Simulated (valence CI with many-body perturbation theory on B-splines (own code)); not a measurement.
Sm⁵⁵⁺: magnetic and hyperfine properties of the levels

Calculated by configuration interaction combined with many-body perturbation theory (CI+MBPT): five valence electrons over a frozen Dirac-Fock core [He], radial functions for each j: 9 s, 9 p, 8 d, 6 f, 3 g, 1 h, with the one-electron correlation potential Σ1, the two-electron term Σ2, the three-electron term Σ3, Breit, model QED; selected CI, second order for the rest (own B-spline code, finite nucleus).

The last digits are not significant, and no measured levels were compared; by estimate large intervals hold to a few tenths of a per cent, small ones and those within an open d or f shell to about a per cent. Among the levels kept, up to 1200 cm⁻¹ of a level comes from second order outside the variational space, and about a tenth of that is noise between levels of different J, which matters for small intervals.

A/g_I is the dipole constant over the nuclear g factor μ/I (μ in nuclear magnetons, uniformly magnetised nucleus), B/Q the quadrupole constant per barn. Both hold the static response of the core; the bare values leave it out. Large factors of s and p1/2 electrons are usually good to 5 to 10 %; those of open d and f shells near neutrality can be off by tens of per cent, and small factors of p3/2, d and f electrons come from cancelling terms and can be off by a factor of two or in sign, in half-filled shells by more. B is blank for J = 1/2, where it vanishes, and for nearly pure S terms. Energies count from the lowest level.

Levels are named by their leading jj configuration (3d3/2^4 stands for four electrons in 3d with j = 3/2), which in mixed levels can hold well under half, so a name can repeat and another be missing. Letters in brackets count levels of one name in rising energy.

| Level | E (× 10³ cm⁻¹) | g | A/g_I (MHz) | A/g_I bare | B/Q (MHz/b) | B/Q bare |
| --- | --- | --- | --- | --- | --- | --- |
| (2s^2 2p1/2^2 2p3/2) J=3/2 | 0.00 | 1.336 | 454000 | 466000 | 860000 | 862000 |
| (2s^2 2p1/2 2p3/2^2) J=3/2 | 4925.5 | 1.440 | -124000 | -107000 | 76900 | 77000 |
| (2s^2 2p1/2 2p3/2^2) J=5/2 | 5101.6 | 1.174 | 1060000 | 1070000 | -3110 | -3120 |
| (2s^2 2p1/2 2p3/2^2) J=1/2 | 5417.0 | 0.632 | 3450000 | 3430000 |  |  |
| (2s 2p1/2^2 2p3/2^2) J=5/2 | 7063.4 | 1.463 | 2480000 | 2470000 | 175000 | 175000 |
| (2s 2p1/2^2 2p3/2^2) J=1/2 | 7734.1 | 2.044 | 1.05e+07 | 1.04e+07 |  |  |
| (2s 2p1/2^2 2p3/2^2) J=3/2 | 7746.1 | 1.184 | -1550000 | -1500000 | -154000 | -154000 |
| (2s^2 2p3/2^3) J=3/2 | 10354 | 1.288 | 479000 | 489000 | -940000 | -942000 |
| (2s 2p1/2 2p3/2^3) J=3/2 [a] | 12170 | 1.578 | 2500000 | 2480000 | -702000 | -703000 |
| (2s 2p1/2 2p3/2^3) J=5/2 | 12466 | 1.284 | 3100000 | 3080000 | -1080000 | -1080000 |
| (2s 2p1/2 2p3/2^3) J=1/2 | 12847 | 1.381 | -3780000 | -3710000 |  |  |
| (2s 2p1/2 2p3/2^3) J=3/2 [b] | 12929 | 1.032 | 143000 | 165000 | -229000 | -229000 |
| (2p1/2^2 2p3/2^3) J=3/2 | 15289 | 1.309 | 443000 | 465000 | -896000 | -897000 |
| (2s 2p3/2^4) J=1/2 | 17909 | 1.831 | 1.06e+07 | 1.05e+07 |  |  |
| (2p1/2 2p3/2^4) J=1/2 | 20412 | 0.632 | 3460000 | 3430000 |  |  |
| (2s^2 2p1/2^2 3s) J=1/2 | 49377 | 2.004 | 3020000 | 3000000 |  |  |
| (2s^2 2p1/2^2 3p1/2) J=1/2 | 50024 | 0.652 | 1000000 | 995000 |  |  |
| (2s^2 2p1/2^2 3p3/2) J=3/2 | 51594 | 1.327 | 133000 | 137000 | 251000 | 251000 |
| (2s^2 2p1/2^2 3d3/2) J=3/2 | 52194 | 0.785 | 77200 | 77000 | 42000 | 42400 |
| (2s^2 2p1/2^2 3d5/2) J=5/2 | 52675 | 1.193 | 28400 | 28500 | 34900 | 35400 |
| (2s^2 2p1/2 2p3/2 3s) J=3/2 [a] | 54378 | 1.662 | 722000 | 726000 | 569000 | 570000 |
| (2s^2 2p1/2 2p3/2 3s) J=1/2 | 54446 | 1.299 | -1370000 | -1340000 |  |  |
| (2s^2 2p1/2 2p3/2 3s) J=5/2 | 54527 | 1.321 | 1580000 | 1580000 | 822000 | 823000 |
| (2s^2 2p1/2 2p3/2 3s) J=3/2 [b] | 54570 | 0.969 | 964000 | 973000 | 496000 | 497000 |
| (2s^2 2p1/2 2p3/2 3p1/2) J=1/2 | 55020 | 1.728 | -703000 | -677000 |  |  |
| (2s^2 2p1/2 2p3/2 3p1/2) J=3/2 [a] | 55067 | 1.136 | 721000 | 727000 | 173000 | 173000 |
| (2s^2 2p1/2 2p3/2 3p1/2) J=5/2 | 55172 | 1.061 | 1180000 | 1180000 | 814000 | 815000 |
| (2s^2 2p1/2 2p3/2 3p1/2) J=3/2 [b] | 55419 | 1.322 | 697000 | 708000 | 853000 | 855000 |
| (2s 2p1/2^2 2p3/2 3s) J=5/2 | 56196 | 1.592 | 2610000 | 2590000 | 893000 | 895000 |
| (2s 2p1/2^2 2p3/2 3s) J=3/2 [a] | 56398 | 1.452 | 3110000 | 3090000 | 431000 | 431000 |
| (2s^2 2p1/2 2p3/2 3p3/2) J=1/2 [a] | 56534 | 1.559 | -1030000 | -1010000 |  |  |
| (2s^2 2p1/2 2p3/2 3p3/2) J=5/2 [a] | 56569 | 1.432 | 244000 | 251000 | 844000 | 845000 |
| (2s^2 2p1/2 2p3/2 3p3/2) J=3/2 [a] | 56603 | 1.154 | 1060000 | 1060000 | -564000 | -565000 |
| (2s^2 2p1/2 2p3/2 3p3/2) J=7/2 | 56660 | 1.227 | 753000 | 757000 | 1090000 | 1090000 |
| (2s^2 2p1/2 2p3/2 3p3/2) J=3/2 [b] | 56754 | 1.392 | -83300 | -67400 | 340000 | 341000 |
| (2s 2p1/2^2 2p3/2 3s) J=1/2 | 56831 | 0.751 | -1260000 | -1220000 |  |  |
| (2s^2 2p1/2 2p3/2 3p3/2) J=5/2 [b] | 56848 | 1.191 | 937000 | 940000 | 127000 | 128000 |
| (2s 2p1/2^2 2p3/2 3p1/2) J=3/2 [a] | 56940 | 1.694 | 3370000 | 3350000 | 579000 | 580000 |
| (2s 2p1/2^2 2p3/2 3p1/2) J=5/2 | 56947 | 1.357 | 2500000 | 2490000 | 831000 | 833000 |
| (2s 2p1/2^2 2p3/2 3s) J=3/2 [b] | 56969 | 1.386 | -445000 | -421000 | 510000 | 511000 |

(1) Take the isotope of mass number 147, with I = 7/2, μ = -0.809 μN and Q = -0.26 b. What is the hyperfine structure of (2s 2p1/2^2 2p3/2^2) J=5/2?

Answers

(1) From the table A = -574000 MHz, B = -45400 MHz. Shifts from the centre of gravity in MHz: F = 1: 6430000, F = 2: 5300000, F = 3: 3590000, F = 4: 1310000, F = 5: -1570000, F = 6: -5030000.
